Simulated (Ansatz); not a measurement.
Reaction: BSiH5 (boranylsilane, SMILES B[SiH3]) → BSiH4 (SMILES [SiH2]B, doublet) + H (doublet) (the H-Si bond breaks)
Each species at its own B3LYP-D3(BJ)/def2-TZVP minimum (Ansatz, an electronic-structure program).

Wanted: bond dissociation energy (electronic), in kJ/mol. Radicals and triplets start from unrestricted determinants; spin-orbit coupling is neglected. CBS(X,Y): correlation extrapolated as X^-3, Hartree-Fock from the larger set. A bracket is a step between two methods taken in the basis named. Functionals run without relativity, which enters their misses. Double hybrids freeze cores in their MP2 part. '+ core + X2C': CCSD(T) terms for core correlation (cc-pwCVTZ, 1s frozen past Ne) and scalar relativity (cc-pVTZ-DK). Where a partner has so few electrons that a lower coupled-cluster level is exact, that level stands in.

CCSD(T)/CBS(cc-pV(T+d)Z,cc-pV(Q+d)Z) + [CCSDT(Q) - CCSD(T)]/cc-pV(T+d)Z + core + X2C (Ansatz) gives 346.9 kJ/mol.

Question: What does PBE/def2-TZVPD (Ansatz) give here, and how do the other levels compare?

Answer: PBE gives 315.4 kJ/mol, 31.5 kJ/mol below it. Differences of the others: r2SCAN/def2-TZVPD (Ansatz) -24.6; B3LYP/def2-TZVPD (Ansatz) -9.7; PBE0/def2-TZVPD (Ansatz) -24.3; wB97M-V/def2-TZVPD (Ansatz) -3.9; B2PLYP/def2-TZVPD (Ansatz) -10.5; CCSD(T)/CBS(cc-pV(T+d)Z,cc-pV(Q+d)Z) + core + X2C (Ansatz) 0.5 kJ/mol. Nearer than PBE: r2SCAN/def2-TZVPD, B3LYP/def2-TZVPD, PBE0/def2-TZVPD, wB97M-V/def2-TZVPD, B2PLYP/def2-TZVPD, CCSD(T)/CBS(cc-pV(T+d)Z,cc-pV(Q+d)Z) + core + X2C.
